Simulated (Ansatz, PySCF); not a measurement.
This Ansatz (a program for electronic structure) input computes a PBE0/def2-TZVPD energy:

Ansatz 0.2 input:
```yaml
crystal:
  periodic: [false, false, false]
  atoms:
    - {symbol: C, position_ang: [1.46871891, -0.10220435, -0.17749299]}
    - {symbol: C, position_ang: [0.20127381, -0.01291603, -0.01782906]}
    - {symbol: O, position_ang: [-1.06597145, 0.15715660, 0.07537202]}
    - {symbol: H, position_ang: [-1.49218478, -0.56653057, 0.56895620]}
basis:
  gaussian:
    orbitals: def2-TZVPD
hamiltonian:
  xc: {name: PBE0}
magnetization: {spin_polarized: true, initial_magnetization: 1}
output: {forces: true}
```

Question: Write an input for the same energy in PySCF and say what it gives.

Answer: 
```python
from pyscf import gto, scf, dft

mol = gto.M(
    atom='''
    C     1.46871891   -0.10220435   -0.17749299
    C     0.20127381   -0.01291603   -0.01782906
    O    -1.06597145    0.15715660    0.07537202
    H    -1.49218478   -0.56653057    0.56895620
    ''',
    basis='def2-tzvpd',
    charge=0,
    spin=1,
    verbose=4,
)

mf = dft.UKS(mol, xc='pbe0').density_fit(auxbasis='def2-universal-jkfit')
mf.grids.level = 3
mf.conv_tol = 1e-9
mf.max_cycle = 100
mf.max_memory = 1500
mf.kernel()
if not mf.converged:
    mf = mf.newton()
    mf.kernel(mf.make_rdm1())
for _ in range(2):
    mo, _, stable, _ = mf.stability(return_status=True)
    if stable:
        break
    mf.kernel(mf.make_rdm1(mo, mf.mo_occ))
mf.analyze()
```
It gives -151.72240 Eh, and Ansatz -151.72238 Eh, a difference of 0.02 mEh, from the treatment of integrals and grids.

It need not be the lowest isomer of its formula.
